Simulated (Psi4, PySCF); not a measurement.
PySCF was given this input:
```python
from pyscf import gto, scf, dft

mol = gto.Mole()
mol.atom = '''
    Si    0.06685327   -0.42675674    0.00274181
    O    -0.16591088    1.05908930   -0.00680439
    H    -0.98465592   -1.43401683   -0.00031696
    H     1.37599714   -1.06410322    0.01636676
'''
mol.basis = 'def2-svpd'
mol.verbose = 4
mol.build()

mf = dft.RKS(mol)
mf.xc = 'camb3lyp'
mf.grids.atom_grid = (99, 590)
mf.grids.prune = None
mf.kernel()
```

Question: Convert this to an input for Psi4.

Answer: This is not unique; one that fits is 
```
memory 2 GB

molecule {
0 1
  Si    0.06685327   -0.42675674    0.00274181
  O    -0.16591088    1.05908930   -0.00680439
  H    -0.98465592   -1.43401683   -0.00031696
  H     1.37599714   -1.06410322    0.01636676
}

set basis def2-svpd
set scf_type pk
set puream true
set d_convergence 1e-8
set dft_radial_points 99
set dft_spherical_points 590

energy('cam-b3lyp')
print_variables()
```

Both were run: PySCF gave -365.730267 Eh and Psi4 -365.730267 Eh, 0.000 mEh apart.
